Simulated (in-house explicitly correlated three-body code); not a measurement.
Computed with an exponentially correlated three-body code. Model: two electrons around a point charge, non-relativistic, variational in 260 exponentially correlated functions (energies converged to about 1e-7 hartree, or 1e-8 relative for large Z).

For two electrons in a singlet the Kohn-Sham orbital is the square root of half the density, so the exact Kohn-Sham potential and energy parts follow from the density alone, and exchange is minus half the Hartree energy. The Kohn-Sham level equals minus the binding energy of the second electron.

Command:
```bash
python run_hyl.py task.json out
```
Settings (lengths in bohr, energies in hartree):
```
Z                      1.18
interaction_strength   1
functions              260
states_tried           13
```

Run time, properties included: 66 s on 1 thread of Arm Neoverse N1 (shared host).

**Those bound S and P states to n = 4 that converged, binding against the one-electron ion.**

Given: nuclear charge 1.18.

Computed: one-electron threshold -0.6962 hartree.

```csv
term,energy (hartree),binding (eV),quantum defect
1 1S,-0.807166502,3.0196,0.61791
2 3S,-0.705450155,0.25171,0.67662
2 1S,-0.703195554,0.19036,0.47824
2 3P,?,?,?
2 1P,-0.700267271,0.11068,0.004251
3 3S,-0.699187336,0.08129,0.67129
3 1S,-0.698732502,0.068913,0.4708
3 3P,-0.698021287,0.04956,0.017583
3 1P,-0.698005017,0.049117,0.004172
4 3S,?,?,?
4 1S,-0.697499122,0.035351,0.46872
```

Task: What belongs in the row 2 3P?

Result: energy (hartree): -0.700314167; binding (eV): 0.11195; quantum defect: 0.015658.

Task: What belongs in the row 4 3S?

Result: energy (hartree): -0.697660909; binding (eV): 0.039753; quantum defect: 0.66999.

**Electric-dipole lines between converged S and P states, rate of the upper state's decay.**

```csv
s state,p state,p minus s (eV),oscillator strength from s,rate (1/s)
1 1S,2 1P,2.9089,0.016281,1.9925e+06
1 1S,3 1P,2.9704,0.0053186,678770
2 1S,2 1P,0.079683,0.87504,80360
2 1S,3 1P,0.14124,0.0052987,1528.9
3 1S,2 1P,?,?,?
3 1S,3 1P,0.019796,1.3638,7730.1
4 1S,2 1P,-0.075325,-0.036573,9004.3
4 1S,3 1P,?,?,?
2 3S,2 3P,0.13976,0.84227,237950
2 3S,3 3P,0.20215,0.052937,31289
3 3S,2 3P,-0.030663,-0.47245,19275
3 3S,3 3P,0.03173,1.2337,17966
4 3S,2 3P,-0.072199,-0.013003,2941.2
4 3S,3 3P,-0.0098064,-0.90362,3770.6
```

Task: What belongs in the row 3 1S 2 1P?

Result: p minus s (eV): -0.041763; oscillator strength from s: -0.43365; rate (1/s): 32820.

Task: What belongs in the row 4 1S 3 1P?

Result: p minus s (eV): -0.013766; oscillator strength from s: -0.84915; rate (1/s): 6982.6.

**Functionals on the exact density and self-consistent, errors are functional minus exact, hybrids only self-consistent, a dash where a self-consistent run leaves the top level unbound.**

| result | exchange error (millihartree) | correlation error (millihartree) | functional driven error (millihartree) | self consistent total error (millihartree) | top level plus exact binding (eV) |
| --- | --- | --- | --- | --- | --- |
| PBEsol | 21.038 | -2.6298 | 18.408 | - | - |
| BLYP | -8.5754 | 5.9133 | -2.6621 | - | - |
| LDA PW92 | ? | ? | ? | - | - |
| revTPSS | -6.9555 | 0.66012 | -6.2954 | - | - |
| PBE | -3.2712 | 5.7519 | 2.4807 | - | - |
| LDA VWN5 | 64.888 | -42.154 | 22.734 | - | - |
| PW91 | -4.818 | 3.7672 | -1.0509 | - | - |
| B3LYP VWN-RPA | - | - | - | ? | ? |
| HSE06 | - | - | - | 2.7645 | 2.8275 |
| PBE0 | - | - | - | 3.2067 | 2.4281 |

Task: What belongs in the row LDA PW92?

Result: exchange error (millihartree): 64.888; correlation error (millihartree): -42.092; functional driven error (millihartree): 22.796.

Task: What belongs in the row B3LYP VWN-RPA?

Result: self consistent total error (millihartree): -10.839; top level plus exact binding (eV): 2.5329.

**Density and exact potentials over r, pair density (one pair, times 4 pi r12^2) and exact minus Kohn-Sham pair density over r12.**

```
radius (bohr)  radial density (electrons/bohr)  exchange potential (hartree)  intracule density (1/bohr)  Coulomb hole against Kohn-Sham (1/bohr)  correlation potential (hartree)
        0.189                          0.17066                      -0.84988                   0.0042288                                -0.007282                            -0.06
        0.224                          0.22121                      -0.84363                   0.0060624                                -0.009946                           -0.056
        0.266                          0.28343                      -0.83529                   0.0087356                                 -0.01353                           -0.051
        0.316                          0.35716                      -0.82437                    0.012601                                 -0.01822                           -0.044
        0.375                          0.44055                      -0.81037                    0.018118                                 -0.02417                           -0.037
        0.445                          0.53102                      -0.79263                    0.025978                                 -0.03149                           -0.027
        0.529                          0.62421                      -0.77026                    0.037195                                 -0.04018                           -0.016
        0.628                          0.71064                      -0.74309                    0.052664                                 -0.04962                           -0.004
        0.745                          0.78111                      -0.71075                    0.073539                                 -0.05879                            0.008
        0.885                          0.82614                       -0.6727                     0.10114                                 -0.06602                            0.021
         1.05                          0.83644                      -0.62978                     0.13544                                 -0.06878                            0.031
         1.25                          0.80688                      -0.58144                     0.17647                                 -0.06429                            0.039
         1.48                          0.74087                      -0.53129                     0.21879                                 -0.05108                            0.043
         1.76                          0.64232                      -0.47791                     0.25847                                 -0.02885                            0.041
         2.09                           0.5257                      -0.42464                     0.28514                                -0.002046                            0.036
         2.48                          0.40447                      -0.37291                     0.28981                                  0.02233                            0.027
         2.94                                ?                             ?                           ?                                        ?                                ?
         3.49                            0.193                       -0.2788                     0.21885                                   0.0379                             0.01
         4.15                          0.11597                       -0.2376                     0.15543                                  0.02773                            0.005
         4.93                         0.062435                      -0.20153                    0.094002                                  0.01398                            0.002
         5.85                         0.029529                      -0.17049                    0.047507                                 0.003759                                0
         6.94                                ?                             ?                           ?                                        ?                                ?
         8.24                        0.0039581                      -0.12133                   0.0064388                                -0.001317                                0
```

Task: What belongs in the row 2.94?

Result: radial density (electrons/bohr): 0.29102; exchange potential (hartree): -0.32414; intracule density (1/bohr): 0.26716; Coulomb hole against Kohn-Sham (1/bohr): 0.03686; correlation potential (hartree): 0.018.

Task: What belongs in the row 6.94?

Result: radial density (electrons/bohr): 0.011923; exchange potential (hartree): -0.14396; intracule density (1/bohr): 0.019613; Coulomb hole against Kohn-Sham (1/bohr): -0.0007213; correlation potential (hartree): 0.
